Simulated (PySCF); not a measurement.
- shielding tensors at PBE0/pcSseg-1 (GIAO)
- geometry: GFN2-xTB
- run in PySCF
- one averaged value for each set of equivalent atoms, one conformer, relativity neglected, no solvent

δ = σ(ref) − σ, references computed at the same level: TMS for $^{1}$H (31.72 ppm) and $^{13}$C (186.93 ppm). Shifts are as computed. Against solution values, carbons near 30 ppm lie about +3 ppm off and those near 130 ppm about +5 ppm. Of 1211 compounds with measured shifts, 218 miss one by over three times the rms of a fit or turn the order of signals round; such compounds aren't used in these exercises.

(1) Order these molecules by the shift of their most deshielded carbon-bound hydrogen, lowest δ first.
A. P[Si@@H]1CCC12CC2
B. CC(C)/C=P\P
C. C=Cc1c(OC)nnn1C

(2) Order these molecules by the shift of their most shielded carbon-bound hydrogen, lowest δ first.
A. CC(C)/C=P\P
B. C=Cc1c(OC)nnn1C
C. C[Si](C)(C)CC#P

(3) How many $^{13}$C and $^{1}$H signals does each give (equivalence by symmetry and fast rotation, but not about amide C–N or C=N bonds)? `C=Cc1c(OC)nnn1C`, `C[Si](C)(C)CC#P`, `P[Si@@H]1CCC12CC2`, `CC(C)/C=P\P`

Answers

(1) A (2.35 ppm, hydrogen on an sp3 CH2 in a ring), C (6.77 ppm, hydrogen on an alkene CH), B (9.33 ppm, hydrogen on a carbon double-bonded to a heavier main-group atom).

(2) C (0.20 ppm, hydrogen on a methyl carbon bonded to Si), A (1.11 ppm, hydrogen on a methyl carbon), B (4.05 ppm, hydrogen on a methyl carbon bonded to N).

(3) C=Cc1c(OC)nnn1C: 6 C, 5 H; C[Si](C)(C)CC#P: 3 C, 2 H; P[Si@@H]1CCC12CC2: 5 C, 10 H; CC(C)/C=P\P: 3 C, 4 H.
